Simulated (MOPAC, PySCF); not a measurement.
C4H6BN, SMILES `BC/C=C\C#N`, neutral singlet in the gas phase. 

Cartesian coordinates (Å):
```xyz
12

B      1.9937     0.1886    -0.2370
C      0.6618     0.0620     0.5583
C     -0.3838    -0.8024    -0.0427
C     -1.6157    -0.4258    -0.3749
C     -2.1006     0.8975    -0.1567
N     -2.4936     1.9610     0.0153
H      2.7579     1.0578     0.0388
H      2.2902    -0.6104    -1.0696
H      1.0324    -0.4124     1.4864
H      0.2684     1.0296     0.8734
H     -0.1035    -1.8282    -0.2553
H     -2.3071    -1.1174    -0.8360
```
Charge 0, spin multiplicity 1.

All levels are single points at this geometry (CAM-B3LYP-D3(BJ)/def2-TZVP); Pople sets use spherical d functions. Orbital energies aren't observables, and empty levels follow the basis.

PM3 in MOPAC gives dipole (D) = 3.38.

Problem. Estimate the dipole (D) from each of these levels: CAM-B3LYP-D3(BJ)/def2-TZVP in PySCF; PBE-D3(BJ)/def2-TZVP in PySCF; TPSSh-D3(BJ)/def2-TZVP in PySCF; B3LYP/6-311+G** in PySCF; B3LYP/6-31G* in PySCF; BP86/6-31G* in PySCF; M06-2X/6-31G* in PySCF; PBE/6-31G* in PySCF; HF/3-21G in PySCF; HF/6-31G* in PySCF; AM1 in MOPAC; PM7 in MOPAC.

Solution. 
```
level                                dipole (D)
-----------------------------------  ----------
CAM-B3LYP-D3(BJ)/def2-TZVP in PySCF        4.21
PBE-D3(BJ)/def2-TZVP in PySCF              4.03
TPSSh-D3(BJ)/def2-TZVP in PySCF            4.12
B3LYP/6-311+G** in PySCF                   4.23
B3LYP/6-31G* in PySCF                      4.02
BP86/6-31G* in PySCF                       3.93
M06-2X/6-31G* in PySCF                     4.01
PBE/6-31G* in PySCF                        3.91
HF/3-21G in PySCF                          4.24
HF/6-31G* in PySCF                         4.46
AM1 in MOPAC                               3.11
PM7 in MOPAC                               4.40
```
